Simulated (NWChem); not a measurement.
# Ge$_{2}$H$_{6}$O; SMILES [GeH2]([OH])[GeH3]

```xyz
9

O      1.1680     1.9413    -0.0600
Ge    -0.3702     0.9865    -0.0005
Ge     0.0800    -1.4309    -0.0065
H      1.7073     1.7664     0.7268
H     -1.1135     1.4409    -1.2764
H     -1.1921     1.3925     1.2586
H      0.9718    -1.8204     1.1977
H      0.8105    -1.8572    -1.2999
H     -1.2409    -2.2314     0.0987
```
Atoms are numbered in this order, from 1.

All runs: NWChem. Pople sets run with spherical d functions. Geometry: optimised at B3LYP/6-31G* (spherical d). Total energies compare along this basis series because the functional is fixed.

| level | basis functions | energy (Ha) | highest occupied level (eV) | orbital gap (eV) | dipole (D) | relative time |
|---|---|---|---|---|---|---|
| Hartree-Fock/STO-3G | 47 | -4180.8740 | -8.14 | 18.20 | 1.44 | 1 |
| Hartree-Fock/3-21G | 65 | -4208.5962 | -10.41 | 13.47 | 1.96 | 1 |
| Hartree-Fock/6-31G* | 90 | -4228.5035 | -10.48 | 13.32 | 1.85 | 4 |
| Hartree-Fock/6-311G** | 142 | -4229.0349 | -10.57 | 13.08 | 1.81 | 5 |

The last column is a rough cost ratio, cheapest run = 1.
